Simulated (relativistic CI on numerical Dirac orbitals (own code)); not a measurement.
## One change at a time: Pd XXXV

Base calculation: Dirac-Coulomb-Breit CI, orbitals from a KLI potential per configuration, model QED (radiative potential, 1s self-energy scaled to tabulated hydrogen-like ionisation energies), unscaled Slater integrals.

Configurations in the expansion (outside the closed core [Ne]): 3s², 3s3p, 3p², 3s3d, 3d², 3p3d, 3p4s, 3d4s, 3s4s, 3s4p, 3s4d, 3s4f, 3s5s, 3s5p, 3s5d, 3s5f. Levels of other configurations are missing.

Variants: (1) P86 correlation estimate; (2) Breit term removed. Shifts of the energy above 3s² ¹S0, in cm⁻¹, for the lowest level and the first level of each name with at least 55 % of one term (blank where a level changes its place among those of its configuration and J or its character, or is not in the variant):

```csv
Level,Base,Δ(1),Δ(2)
3s² ¹S0,0,0,0
3s3p ³P°0,553882,+1649,-5935
3s3p ³P°1,603101,+1649,-5110
3s3p ³P°2,876379,+1649,-174
3s3p ¹P°1,1061985,+1655,-628
3p² ³P0,1336340,+3140,-11545
3p² ¹D2,1597544,+2874,-4389
3p² ³P1,1604696,+3163,-6463
3s3d ³D1,1832105,+1024,+2327
3s3d ³D2,1846471,+1370,+2300
3s3d ³D3,1900067,+1024,+6270
3p² ¹S0,2061246,+3103,-1667
3s3d ¹D2,2097006,+1907,+2333
3p3d ³F°2,2430097,+2210,-2981
```

At this charge energies of transitions that change n are usually good to better than 1 %, and those within a shell (Δn = 0) to a few per cent.

Ionisation energy from the two ground configurations alone: base 2173.95 eV; P86 correlation estimate 2174.97 eV; Breit term removed 2175.08 eV. The NIST ASD value (semi-empirical) is 2181 eV.

LS names give the leading component of a level, which can be under half, so a name can repeat, a term be missing and a line seem to break the LS rules.
